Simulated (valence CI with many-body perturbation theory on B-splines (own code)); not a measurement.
La XLIV: calculated level list

Level of theory: valence CI with perturbative core correlation (CI+MBPT): four valence electrons over a frozen Dirac-Fock core [Ne], a basis of 11 s, 11 p, 9 d, 7 f, 5 g, 2 h, 1 i functions for each j, with the one-electron correlation potential Σ1 (screened to all orders), the two-electron term Σ2, the three-electron term Σ3, Breit, model QED; selected single and double excitations, second order for the rest (own B-spline code, finite nucleus).

No measured spectrum was set against this ion. As an estimate, large intervals hold to a few tenths of a per cent, small ones and those within an open d or f shell to about a per cent.

Levels 1 to 45 of 64, with energies above the lowest level, (3s^2 3p1/2^2) J=0. "Leading %" is the weight of the configuration and term that name the level; weights of strongly mixed levels are sums over their largest components and can fall short. In the jj column 3d3/2^4 stands for four electrons in 3d with j = 3/2. Lifetimes count E1, E2, E3, M1 and M2 decay at the calculated energies, and are blank where another channel may lead or the interval is too uncertain; long ones can be off by a factor of two.

| No. | Configuration | Term | J | E (eV) | Leading % | Lifetime | g | Leading jj |
| --- | --- | --- | --- | --- | --- | --- | --- | --- |
| 1 | 3s2.3p2 | 3P | 0 | 0.00 | 71 |  |  | 3s^2 3p1/2^2 (99 %) |
| 2 | 3s2.3p2 | 3P | 1 | 96.67 | 99 | 164 ns | 1.494 | 3s^2 3p1/2 3p3/2 (99 %) |
| 3 | 3s2.3p2 | 1D | 2 | 103.53 | 61 | 30.1 μs | 1.184 | 3s^2 3p1/2 3p3/2 (98 %) |
| 4 | 3s2.3p2 | 3P | 2 | 205.17 | 61 | 92.3 ns | 1.302 | 3s^2 3p3/2^2 (98 %) |
| 5 | 3s.3p3 | 3P° | 2 | 207.79 | 41 | 92.5 ps | 1.595 | 3s 3p1/2^2 3p3/2 (93 %) |
| 6 | 3s2.3p2 | 1S | 0 | 220.06 | 70 | 67.2 ns |  | 3s^2 3p3/2^2 (98 %) |
| 7 | 3s.3p3 | 3D° | 1 | 228.92 | 39 | 7.16 ps | 0.988 | 3s 3p1/2^2 3p3/2 (82 %) |
| 8 | 3s2.3p.3d | 3F° | 2 | 254.44 | 72 | 383 ps | 0.765 | 3s^2 3p1/2 3d3/2 (98 %) |
| 9 | 3s2.3p.3d | 3D° | 1 | 283.47 | 49 | 1.26 ps | 0.890 | 3s^2 3p1/2 3d3/2 (83 %) |
| 10 | 3s2.3p.3d | 3D° | 2 | 283.90 | 25 | 40.5 ps | 1.412 | 3s^2 3p1/2 3d5/2 (63 %) |
| 11 | 3s2.3p.3d | 3F° | 3 | 288.30 | 48 | 30.4 ps | 1.153 | 3s^2 3p1/2 3d5/2 (84 %) |
| 12 | 3s.3p3 | 3D° | 2 | 309.36 | 42 | 4.95 ps | 1.357 | 3s 3p1/2 3p3/2^2 (60 %) |
| 13 | 3s.3p3 | 3D° | 3 | 316.34 | 79 | 11.0 ps | 1.275 | 3s 3p1/2 3p3/2^2 (79 %) |
| 14 | 3s.3p3 | 3P° | 0 | 323.45 | 89 | 9.12 ps |  | 3s 3p1/2 3p3/2^2 (89 %) |
| 15 | 3s.3p3 | 3P° | 1 | 332.30 | 41 | 5.31 ps | 1.258 | 3s 3p1/2 3p3/2^2 (82 %) |
| 16 | 3s.3p3 | 1D° | 2 | 335.25 | 55 | 3.43 ps | 1.105 | 3s 3p1/2 3p3/2^2 (71 %) |
| 17 | 3s.3p3 | 3S° | 1 | 342.61 | 38 | 1.73 ps | 1.377 | 3s 3p1/2 3p3/2^2 (92 %) |
| 18 | 3s.3p2.3d | 5F | 1 | 367.95 | 50 | 44.2 ps | 0.380 | 3s 3p1/2^2 3d3/2 (94 %) |
| 19 | 3s.3p2.3d | 5F | 2 | 372.39 | 27 | 45.9 ps | 1.173 | 3s 3p1/2^2 3d3/2 (89 %) |
| 20 | 3s2.3p.3d | 3F° | 3 | 378.88 | 34 | 2.12 ps | 1.132 | 3s^2 3p3/2 3d3/2 (85 %) |
| 21 | 3s2.3p.3d | 3D° | 2 | 378.94 | 42 | 1.24 ps | 1.058 | 3s^2 3p3/2 3d3/2 (75 %) |
| 22 | 3s2.3p.3d | 3P° | 1 | 379.61 | 49 | 1.53 ps | 1.141 | 3s^2 3p3/2 3d3/2 (84 %) |
| 23 | 3s2.3p.3d | 3P° | 0 | 380.95 | 88 | 1.76 ps |  | 3s^2 3p3/2 3d3/2 (88 %) |
| 24 | 3s2.3p.3d | 3F° | 4 | 384.10 | 99 | 197 ns | 1.243 | 3s^2 3p3/2 3d5/2 (99 %) |
| 25 | 3s2.3p.3d | 3P° | 2 | 385.87 | 40 | 59.6 ps | 1.293 | 3s^2 3p3/2 3d5/2 (82 %) |
| 26 | 3s.3p2.3d | 5D | 3 | 400.02 | 26 | 13.8 ps | 1.371 | 3s 3p1/2^2 3d5/2 (91 %) |
| 27 | 3s.3p2.3d | 3F | 2 | 409.15 | 25 | 13.1 ps | 1.051 | 3s 3p1/2^2 3d5/2 (80 %) |
| 28 | 3s2.3p.3d | 1F° | 3 | 410.41 | 49 | 3.45 ps | 1.162 | 3s^2 3p3/2 3d5/2 (88 %) |
| 29 | 3s2.3p.3d | 1P° | 1 | 415.18 | 62 | 5.16 ps | 1.114 | 3s^2 3p3/2 3d5/2 (90 %) |
| 30 | 3s.3p3 | 3P° | 2 | 436.58 | 42 | 2.19 ps | 1.360 | 3s 3p3/2^3 (81 %) |
| 31 | 3p4 | 3P | 2 | 445.35 | 28 | 7.37 ps | 1.147 | 3s 3p1/2 3p3/2 3d3/2 (46 %) |
| 32 | 3s.3p2.3d | 5D | 0 | 451.22 | 63 | 28.0 ps |  | 3s 3p1/2 3p3/2 3d3/2 (82 %) |
| 33 | 3s.3p2.3d | 5D | 1 | 453.65 | 56 | 63.3 ps | 1.199 | 3s 3p1/2 3p3/2 3d3/2 (97 %) |
| 34 | 3s.3p2.3d | 5F | 3 | 456.88 | 48 | 50.2 ps | 1.170 | 3s 3p1/2 3p3/2 3d3/2 (90 %) |
| 35 | 3s.3p3 | 1P° | 1 | 457.09 | 42 | 1.21 ps | 1.184 | 3s 3p3/2^3 (90 %) |
| 36 | 3s.3p2.3d | 5F | 2 | 457.46 | 31 | 5.50 ps | 1.185 | 3s 3p1/2 3p3/2 3d3/2 (61 %) |
| 37 | 3p4 | 1S | 0 | 461.29 | 35 | 4.45 ps |  | 3p1/2^2 3p3/2^2 (59 %) |
| 38 | 3s.3p2.3d | 5F | 4 | 467.10 | 40 | 133 ps | 1.218 | 3s 3p1/2 3p3/2 3d3/2 (80 %) |
| 39 | 3s.3p2.3d | 5D | 4 | 475.04 | 51 | 644 ps | 1.395 | 3s 3p1/2 3p3/2 3d5/2 (95 %) |
| 40 | 3s.3p2.3d | 3F | 2 | 477.89 | 65 | 4.68 ps | 0.896 | 3s 3p1/2 3p3/2 3d3/2 (73 %) |
| 41 | 3s.3p2.3d | 5P | 3 | 480.11 | 41 | 2.75 ps | 1.402 | 3s 3p1/2 3p3/2 3d3/2 (63 %) |
| 42 | 3s.3p2.3d | 5P | 2 | 484.91 | 38 | 1.95 ps | 1.508 | 3s 3p1/2 3p3/2 3d3/2 (80 %) |
| 43 | 3s.3p2.3d | 5P | 1 | 485.64 | 41 | 2.05 ps | 1.861 | 3s 3p1/2 3p3/2 3d3/2 (92 %) |
| 44 | 3s.3p2.3d | 5F | 5 | 489.97 | 52 | 108 ps | 1.298 | 3s 3p1/2 3p3/2 3d5/2 (96 %) |
| 45 | 3s.3p2.3d | 3P | 2 | 490.35 | 35 | 5.97 ps | 1.295 | 3s 3p1/2 3p3/2 3d5/2 (81 %) |

The ionisation energy to 3s2.3p 2P°_1/2 of the next ion comes out as 3418.2 eV (NIST: 3416 ± 4 eV (theoretical)). All 64 levels together are meant to be complete up to 551.83 eV.
